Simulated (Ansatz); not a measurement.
`[F][AlH][GeH3]` and `[F][AlH][PH2]` differ in one atom or group.

Ansatz, PBE0-D4/def2-TZVP geometries, multiplicity 1. Each molecule was computed in one conformer, which needn't be the lowest.

Scalar relativity is left out up to krypton.

| property | `[F][AlH][GeH3]` |
| --- | --- |
| HOMO–LUMO gap (B3LYP/def2-TZVPP) / eV | 5.73 |
| HOMO energy (PBE/def2-TZVPP) / eV | -6.74 |
| HOMO energy (B3LYP/def2-TZVPP) / eV | -7.67 |
| LUMO energy (PBE/def2-TZVPP) / eV | -2.48 |
| HOMO energy (ωB97M-V/def2-TZVPP) / eV | -9.87 |
| LUMO energy (PBE0/def2-TZVPP) / eV | -1.74 |

Q: Give the same properties after the change, and the shifts. (Estimate.)

A: Ansatz gave: 
```
                             property  `[F][AlH][PH2]`  shift
HOMO–LUMO gap (B3LYP/def2-TZVPP) / eV             5.92   0.19
    HOMO energy (PBE/def2-TZVPP) / eV            -6.51   0.23
  HOMO energy (B3LYP/def2-TZVPP) / eV            -7.38   0.29
    LUMO energy (PBE/def2-TZVPP) / eV            -2.01   0.47
HOMO energy (ωB97M-V/def2-TZVPP) / eV            -9.64   0.23
   LUMO energy (PBE0/def2-TZVPP) / eV            -1.26   0.48
```

With PBE0 the HOMO rises by 0.25 eV and the LUMO rises by 0.48 eV, so the gap widens by about 0.23 eV. PBE moves the HOMO by 0.23 eV and ωB97M-V by 0.23 eV.

B3LYP here is the variant with VWN-RPA as its local correlation; programs differ in this.
